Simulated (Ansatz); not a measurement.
Energy profile

The step: AlNH₄ ([NH2][AlH2]) + H₂O + NH₃ → AlH₃O ([OH][AlH2]) + NH₃ + NH₃ (still joined by a long Al–N bond); bonds formed: N2–H7, H5–N8; dative contacts that become bonds: Al1–O6; bonds broken: H5–O6, H7–N8; bonds weakened to dative contacts: Al1–N2 (atoms numbered as in the saddle structure below).

```json
{"atom": "Al1", "x (Å)": "-1.3068", "y (Å)": "-0.3969", "z (Å)": "-0.7965"}
{"atom": "N2", "x (Å)": "0.3734", "y (Å)": "-1.2420", "z (Å)": "-0.6760"}
{"atom": "H3", "x (Å)": "-1.5956", "y (Å)": "0.1080", "z (Å)": "-2.2896"}
{"atom": "H4", "x (Å)": "-2.4589", "y (Å)": "-1.1808", "z (Å)": "0.0069"}
{"atom": "H5", "x (Å)": "0.1548", "y (Å)": "1.0965", "z (Å)": "0.7266"}
{"atom": "O6", "x (Å)": "-0.9614", "y (Å)": "1.1164", "z (Å)": "0.2489"}
{"atom": "H7", "x (Å)": "1.2862", "y (Å)": "-0.1148", "z (Å)": "0.3434"}
{"atom": "N8", "x (Å)": "1.3574", "y (Å)": "0.7637", "z (Å)": "0.9436"}
{"atom": "H9", "x (Å)": "0.8252", "y (Å)": "-1.3870", "z (Å)": "-1.5712"}
{"atom": "H10", "x (Å)": "0.3517", "y (Å)": "-2.1484", "z (Å)": "-0.2233"}
{"atom": "H11", "x (Å)": "-1.6633", "y (Å)": "1.4483", "z (Å)": "0.8099"}
{"atom": "H12", "x (Å)": "2.0492", "y (Å)": "1.4045", "z (Å)": "0.5762"}
{"atom": "H13", "x (Å)": "1.5877", "y (Å)": "0.5323", "z (Å)": "1.9013"}
```

Electronic energies by CCSD(T) at an estimated basis limit (MP2 extrapolated from triple and quadruple zeta, plus CCSD(T) − MP2 in triple zeta), on PBE0-D4/def2-TZVP structures; AlN$_{2}$H$_{9}$O, closed shell; no counterpoise correction. Program: Ansatz 0.2.0. Basis: def2-TZVPP and def2-QZVPP. Cores are frozen in the correlated methods. Extrapolation: Hartree–Fock as exp(−7.88 √X), correlation as X^−2.97.

(1) Give the profile in kcal/mol, counted from the separated reactants. (An estimate is asked for; the value comes from the calculation.)

T1 diagnostic: at most 0.013.

Answers

(1) The calculation gives:
```tsv
point	kcal/mol
separated: AlNH$_{4}$ (linked as [NH2][AlH2]; Al1, N2, H3, H4, H9, H10; singlet) + H$_{2}$O (H5, O6, H11; singlet) + NH$_{3}$ (H7, N8, H12, H13; singlet)	0.00
start structure	-32.71
saddle	-30.43
end structure	-49.22
separated: AlH$_{3}$O (linked as [OH][AlH2]; Al1, H3, H4, O6, H11; singlet) + NH$_{3}$ (N2, H7, H9, H10; singlet) + NH$_{3}$ (H5, N8, H12, H13; singlet)	-9.60
```
The saddle lies below the separated reactants: the barrier is submerged.

The step is the kind of ligand exchange by which a precursor binds to a hydroxyl group, or is hydrolysed, in atomic layer deposition of oxides.

For scale, one of the runs: CCSD(T)/def2-TZVPP, 261 basis functions, launched by `ansatz run in.yaml --threads 4 --pin off --events-out ev --progress --plain --max-ram 9574MiB`. Time: 100 s of wall clock on 4 CPU threads of an Intel Xeon Platinum 8488C; the host was shared. Peak host memory: 6.3 GiB.
